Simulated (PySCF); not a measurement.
Excitations are Tamm–Dancoff values on a coarser integration grid. The basis has no diffuse functions, so Rydberg states are missing or too high.

Cartesian coordinates (Å):
```xyz
10

Si     2.3340     0.1733    -0.1946
Si     0.5465     0.8820    -1.2589
O     -0.9802     0.5932    -0.7605
Si    -1.8273    -0.4855     0.1612
H      3.4748     0.2783    -1.1496
H      2.1674    -1.2422     0.2455
H      0.5219     2.1836    -1.9754
H     -1.3700    -1.8666    -0.1307
H     -3.2591    -0.3374    -0.1819
H     -1.6081    -0.1787     1.5951
```
Charge 0, spin multiplicity 1.

Q: Estimate the T1 excitation (TDA), LUMO and S1 excitation (TDA) that r2SCAN-D4/def2-TZVP run with PySCF 2.14.0 returns for this input.

A: 
```yaml
T1 excitation (TDA): 1.58 eV
LUMO: -2.70 eV
S1 excitation (TDA): 4.03 eV
```
